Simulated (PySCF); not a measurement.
Ge(F)2(Cl)(Me), SMILES [CH3][Ge]([F])([F])[Cl] at its B3LYP/def2-SVP optimised geometry (Å):

```
8

C     -0.6712     0.6228     0.0000
Ge     0.0327    -1.1753     0.0000
F      1.7649    -1.1753     0.0000
F     -0.3903    -2.0159    -1.4542
Cl    -0.6041    -2.3936     1.6485
H     -0.4059     1.1176     0.9448
H     -1.7649     0.5834    -0.1012
H     -0.2377     1.1753    -0.8458
```

Computed with B3LYP/def2-TZVP in PySCF. Cells within 0.4 Å of a nucleus heavier than hydrogen are left out (blank, or x).

Map of the electron localisation function on the plane z = 0.0 Å:

```
|0000000000000000000000000000000|
|0000000000000000000000000000000|
|0000000000000000000000000000000|
|0000000000000000000000000000000|
|0000000000000000000000000000000|
|0000000000000000000000000000000|
|0000000000000000000000000000000|
|0000000000011111000000000000000|
|0000001221122332110000000000000|
|0000146654334554310000000000000|
|0000489987655665421000000000000|
|0002799999852366421000000000000|
|000389999994xx25420000000000000|
|000499999993xx15420000000000000|
|000389999996xx67630000111000000|
|0001689998777898631013443100000|
|0000257765568874321146665310000|
|0000001212356211111478886420000|
|000000000024215x621688x87521000|
|00000000001213xxx4167xxx8631000|
|00000000001113xxx4167xx88631000|
|0000000000011146511688887520000|
|0000000000011111111467876420000|
|0000000000001111111245664210000|
|0000000000000111100012332100000|
|0000000000000000000000111000000|
|0000000000000000000000000000000|
|0000000000000000000000000000000|
|0000000000000000000000000000000|
|0000000000000000000000000000000|
|0000000000000000000000000000000|
```
Scale: ten equal steps from 0.000 (start of '0') to 1.000 (end of '9'), in the order '0123456789'; x runs from -4.00 to 4.00, y from -4.00 (bottom) to 4.00 (top).
